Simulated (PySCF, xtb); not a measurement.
C9H6N4, SMILES C1=NC2=CC=CC3N2C(C=CN=3)=N1.

Harmonic wavenumbers (cm⁻¹) from GFN2-xTB in xtb at its own minimum, in rising order: 110, 124, 201, 216, 421, 429, 433, 437, 458, 471, 489, 559, 646, 666, 671, 755, 773, 788, 808, 816, 847, 853, 902, 913, 928, 1055, 1076, 1098, 1113, 1121, 1154, 1200, 1216, 1231, 1253, 1278, 1311, 1347, 1360, 1453, 1485, 1553, 1570, 1576, 1600, 3059, 3067, 3097, 3139, 3143, 3147.

Task: What does PySCF with B3LYP-D3(BJ)/def2-SVP give at its own minimum? (An estimate is asked for; the answer gives what the named calculation found.)

Result: 126, 142, 225, 242, 466, 473, 474, 481, 488, 502, 515, 602, 659, 707, 724, 796, 804, 831, 841, 866, 880, 886, 1006, 1013, 1019, 1038, 1074, 1096, 1113, 1126, 1175, 1234, 1247, 1275, 1282, 1337, 1375, 1428, 1439, 1528, 1548, 1627, 1635, 1684, 1696, 3150, 3154, 3194, 3239, 3241, 3245. Paired by order, the mean absolute difference is 50 cm⁻¹ and the zero-point energies are 84.9 and 88.6 kcal/mol.
